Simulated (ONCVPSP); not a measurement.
An all-electron radial function and its pseudo partner (Cu)

Columns: radius, all-electron u(r) and pseudo u(r) of the 3p shell (level -97.62 eV) of copper in the configuration [Ne] 3s2 3p6 3d9; PBE, scalar-relativistic, ONCV scheme, ONCVPSP 4.0.1.

```json
{"r (bohr)": "0.055", "all-electron": "-0.3726", "pseudo": "0.0278"}
{"r (bohr)": "0.110", "all-electron": "-0.6464", "pseudo": "0.1076"}
{"r (bohr)": "0.165", "all-electron": "-0.5699", "pseudo": "0.2314"}
{"r (bohr)": "0.220", "all-electron": "-0.2715", "pseudo": "0.3868"}
{"r (bohr)": "0.275", "all-electron": "0.1034", "pseudo": "0.5587"}
{"r (bohr)": "0.330", "all-electron": "0.4628", "pseudo": "0.7317"}
{"r (bohr)": "0.385", "all-electron": "0.7613", "pseudo": "0.8915"}
{"r (bohr)": "0.440", "all-electron": "0.9843", "pseudo": "1.0269"}
{"r (bohr)": "0.495", "all-electron": "1.1328", "pseudo": "1.1297"}
{"r (bohr)": "0.550", "all-electron": "1.2161", "pseudo": "1.1960"}
{"r (bohr)": "0.605", "all-electron": "1.2476", "pseudo": "1.2264"}
{"r (bohr)": "0.660", "all-electron": "1.2395", "pseudo": "1.2239"}
{"r (bohr)": "0.715", "all-electron": "1.2028", "pseudo": "1.1938"}
{"r (bohr)": "0.770", "all-electron": "1.1469", "pseudo": "1.1428"}
{"r (bohr)": "0.825", "all-electron": "1.0787", "pseudo": "1.0773"}
{"r (bohr)": "0.880", "all-electron": "1.0038", "pseudo": "1.0035"}
{"r (bohr)": "0.935", "all-electron": "0.9263", "pseudo": "0.9261"}
{"r (bohr)": "0.990", "all-electron": "0.8488", "pseudo": "0.8487"}
{"r (bohr)": "1.045", "all-electron": "0.7734", "pseudo": "0.7733"}
{"r (bohr)": "1.100", "all-electron": "0.7015", "pseudo": "0.7013"}
{"r (bohr)": "1.155", "all-electron": "0.6337", "pseudo": "0.6336"}
{"r (bohr)": "1.210", "all-electron": "0.5706", "pseudo": "0.5704"}
{"r (bohr)": "1.265", "all-electron": "0.5122", "pseudo": "0.5121"}
{"r (bohr)": "1.320", "all-electron": "0.4587", "pseudo": "0.4587"}
{"r (bohr)": "1.375", "all-electron": "0.4099", "pseudo": "0.4098"}
{"r (bohr)": "1.430", "all-electron": "0.3656", "pseudo": "0.3655"}
```

How many radial nodes do the two functions have?

The all-electron 3p function has n − l − 1 = 1; the pseudo-wave has 0, since the states of the same l below it are removed with the core.

At about which radius was the pseudo-wave matched?

1.10 bohr. The columns agree to 0.0005 from 0.88 bohr on; several derivatives are matched, so the curves merge somewhat inside the radius.

Is the pseudo-wave norm-conserving?

Yes: the ONCV scheme keeps the norm inside the radius equal to the all-electron one, which fixes the energy derivative of the logarithmic derivative at the level.
